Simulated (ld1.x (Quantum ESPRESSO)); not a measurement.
**Sb (Z = 51): one change to an RRKJ potential, before and after**

```
Element                 : Sb
Generator               : ld1.x (Quantum ESPRESSO) 7.5
Type                    : norm-conserving RRKJ (Kleinman–Bylander form)
Functional              : LDA (PZ)
Relativity              : scalar-relativistic
Frozen core             : [Kr]
Valence charge          : 15
Reference configuration : 4d10 5s2 5p0 (charge +3)
Partial waves           : 5s (bound): rc 1.90 bohr; 4d (bound): rc 1.60 bohr; 5p (bound, empty): rc 2.05 bohr
Local potential         : the p channel
Core correction         : Bessel-smoothed model core inside 1.10 bohr
rho0                    : 0.001
```

Change: wave 4d (bound): rc 1.60 bohr becomes 4d (bound): rc 2.40 bohr.

Cutoffs: the cutoffs (Ry, on a coarse ladder) from which the occupation-weighted sum of valence levels, in a spherical-Bessel basis at the reference potential, stays within 10 and 1 mRy of its value at 400 Ry; they do not see the model core or the augmentation charge, which bear on the density cutoff. Errors are all-electron minus pseudo energies relative to the spin-unpolarised reference configuration.

Question: How do hardness, ghosts and transferability respond?

Answer: The potential gets softer (70 Ry and 100 Ry → 40 Ry and 50 Ry); the number of tests that count goes from 9 to 8; of the 8 tests that both files solve, the error grows in 1 and shrinks in 7 by more than 15 % and 0.3 meV (median size 32.2 → 13.7 meV); neither file shows a bound ghost at the reference potential, the only one tested. A larger radius leaves more room for a smooth pseudo-wave, so fewer plane waves are needed.

| quantity | base | changed |
| --- | --- | --- |
| cutoff, loose | 70 Ry | 40 Ry |
| cutoff, tight | 100 Ry | 50 Ry |
| loose cutoff by channel (10 mRy a level) | s 30 Ry, d 60 Ry | s 30 Ry, d 30 Ry |
| bound ghosts | none | none |
| tests counted (converged, no solver errors) | 9 of 9 | 8 of 9 |
| error for 4d10 5s2 5p3, meV [ΔE -49.56 eV] | +40 | +21 |
| error for 4d10 5s2 5p2, meV [ΔE -41.04 eV] | +25 | +11 |
| error for 4d10 5s2 5p1, meV [ΔE -24.79 eV] | +9.9 | +4.6 |
| error for 4d10 5s2 5p2.5, meV [ΔE -46.20 eV] | +33 | +16 |
| error for 4d9 5s2 5p4, meV [ΔE -18.55 eV] | -557 | +311 |
| error for 4d10 5s1 5p0, meV [ΔE 44.82 eV] | -9.9 | -37 |
| error for 4d10 5s2 5p3 (spin-polarised), meV [ΔE -50.65 eV] | +53 | +12 |
| error for 4d10 5s2 5p2 (spin-polarised), meV [ΔE -41.63 eV] | +32 | +3.6 |

Changed file: Tests not counted: 4d10 5s2 5p3.3 (solver errors, printed error -1899 eV).
